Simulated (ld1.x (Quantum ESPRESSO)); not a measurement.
Co, TM: configuration errors across variants

```
Element                 : cobalt (Co)
Generator               : ld1.x (Quantum ESPRESSO) 7.5
Type                    : norm-conserving Troullier–Martins (Kleinman–Bylander form)
Functional              : LDA (PZ)
Relativity              : scalar-relativistic
Frozen core             : [Ne]
Valence charge          : 17
Reference configuration : 3s2 3p6 3d7 4s1.75 4p0.25
Partial waves           : 3s (bound): rc 1.25 bohr; 3p (bound): rc 0.85 bohr; 3d (bound): rc 1.60 bohr
Local potential         : the d channel
Core correction         : none
```

Occupied shells without a wave of their own: 4p, 4s. They enter only through the test configuration that unscreens the potential.

All-electron excitation energies from the reference (eV): (1) 3s2 3p6 3d7 4s2 4p0 -1.080; (2) 3s2 3p6 3d7 4s1 4p0 8.216; (3) 3s2 3p6 3d7 4s0 4p0 25.301; (4) 3s1 3p6 3d7 4s2 4p0 108.912; (5) 3s2 3p6 3d8 4s1 4p0 -2.318; (6) 3s2 3p6 3d7 4s1.5 4p0 2.642; (7) 3s2 3p6 3d6 4s0 4p0 61.489; (8) 3s2 3p6 3d7 4s1.75 4p0.25 spin -2.110; (9) 3s2 3p6 3d7 4s2 4p0 spin -3.063.

Spin tests fill each open shell by Hund’s rule, majority spin first.

For the base: The 4p, 4s levels have no wave, so the channel is fitted at the deeper level alone: the likely source of the large errors.

1 further variants failed, have other tests or too few solved ones, and are left out.

The file “base” misses its own reference levels by 0.5 eV. The file “all radii scaled by about 1.22 (s 1.52, p 1.04, d 1.96 bohr)” misses its own reference levels by 2.0 eV.

Errors AE − PS in meV (a dash: test not solved or not reliable):

| change | (1) | (2) | (3) | (4) | (5) | (6) | (7) | (8) | (9) | bound ghosts |
| --- | --- | --- | --- | --- | --- | --- | --- | --- | --- | --- |
| base | +157 | -376 | -1489 | +598 | -104 | -59 | -2838 | +155 | +305 | none |
| all radii scaled by about 0.77 (s 0.96, p 0.66, d 1.22 bohr) | +35 | -70 | -264 | +90 | -26 | -8.7 | -514 | +212 | +245 | none |
| all radii scaled by about 0.90 (s 1.12, p 0.76, d 1.44 bohr) | +69 | -125 | -523 | +222 | -31 | -9.2 | -1068 | +178 | +246 | none |
| all radii scaled by about 1.22 (s 1.52, p 1.04, d 1.96 bohr) | +575 | -1906 | -7250 | +1484 | -724 | -425 | -12351 | +141 | +672 | none |

Q: Give the same row for: all radii scaled by about 1.10 (s 1.38, p 0.94, d 1.76 bohr).

A: +287, -836, -3184, +1040, -289, -170, -5714, +149, +419; bound ghosts: none.
